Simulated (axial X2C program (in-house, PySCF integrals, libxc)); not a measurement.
**CrP⁺: bond constants with and without spin–orbit coupling**

All values were computed with an in-house relativistic program for diatomic molecules. Spin-free means the one-electron spin-free X2C Hamiltonian; two-component (2c) means X2C with spin–orbit coupling and atomic mean-field two-electron Coulomb and Gaunt terms, so the difference of the two also holds small scalar two-electron terms. Basis: Cr dyall-cv3z [9s10p6d3f2g], P dyall-v3z [8s7p2d1f] (cores contracted in-house); Gaussian nuclei, density fitting, unrestricted open shells. Masses: Cr 51.941 u, P 30.974 u.

Input file and command:
```json
{"zs": [24, 15], "q": 1, "bas": ["dyall-cv3z", "dyall-v3z"], "levels": ["PBE0", "HF", "LDA"], "cc": true, "r0": 2.13, "thr": -2.0, "nmax": 90, "npts": 10, "nst": 2, "ntry": 6}
```
```bash
python so2c.py task.json out
```

Keys: zs atomic numbers; q charge; bas basis sets; levels methods; cc coupled cluster on or off; r0 starting distance in Å; thr threshold in hartree for freezing inner shells (an s shell follows its p shell); nmax most natural virtual spinors; npts points on the curve; nst determinants followed; ntry starts of the search. HF also brings MP2.

State, spin-free: M_S = 1, Λ = 0 (beyond evenly filled blocks: δ+α, δ-α); electrons by block: σα: 10, σβ: 10, π+α: 4, π+β: 4, π-α: 4, π-β: 4, δ+α: 1, δ-α: 1. Fragments: Cr+ + P.

State, 2c: Ω = 1 (⟨Sz⟩ = 1.00, ⟨Lz⟩ = 0.00 at PBE0); electrons by block: 1/2: 14, -1/2: 14, 3/2: 4, -3/2: 5, 5/2: 1. Fragments: Cr+ + P.

```tsv
Hamiltonian	level	Re (Å)	ωe (cm⁻¹)	αe (cm⁻¹)	De (eV)	D0 (eV)	μ (D)
spin-free	PBE0	2.214	321.6	0.00137	1.41	1.39	-3.87
spin-free	CCSD	2.302	239.3	0.00275	0.735	0.720	n/a
spin-free	CCSD(T)	2.237	289.7	0.00243	0.876	0.858	n/a
spin-free	LDA	2.008	491.4	n/a	2.99	2.95	-3.43
2c	PBE0	2.215	321.2	0.00137	1.41	1.39	-3.87
2c	CCSD	2.304	237.8	0.00276	0.731	0.717	n/a
2c	CCSD(T)	2.238	288.4	0.00245	0.872	0.854	n/a
2c	LDA	2.008	491.0	n/a	2.98	2.95	-3.43
```

Correlated methods: 10 electrons correlated (number of frozen shells: Cr 3 s, 2 p; P 2 s, 1 p), 234 virtual spin orbitals or spinors in MP2, 90 natural virtuals in coupled cluster.

Dipoles are positive if P is the positive end and refer to the centre of mass.

The state is one determinant whose occupation by symmetry is held fixed; it was picked as the lowest of a PBE0 search that is not exhaustive. Dissociation energies refer to the lowest single-determinant-based atoms at the same level and basis. Density functionals use the spin component along the axis (collinear). CCSD and (T) use frozen natural virtuals with an MP2 correction for the truncation; (T) itself is uncorrected, so its De runs slightly low. With several unpaired electrons one determinant need not be a pure state. Open-shell Ω = 0 determinants with evenly filled partner blocks cannot be reached by this program, so the Ω shown need not be the lowest component. The determinant is spin-polarised beyond a pure state at some levels (its spin-free form has ⟨S²⟩ too high), which makes Re and μ there less reliable. The T1 diagnostic is large, a sign of multireference character.

No reliable constants came from HF (2c), HF (spin-free), MP2 (2c), MP2 (spin-free): no minimum in range, unconverged points, a curve that is not smooth, a change of character along it, or the two Hamiltonians disagreeing along it.

Rough cost a point (2c) on 1 thread(s) of a shared host, integrals apart: PBE0 0.5 s, CCSD(T) 5 s, LDA 0.25 s.

The whole task took 2.3 min on 1 thread of AMD EPYC 7B13 (Zen 3), with other jobs on the host.
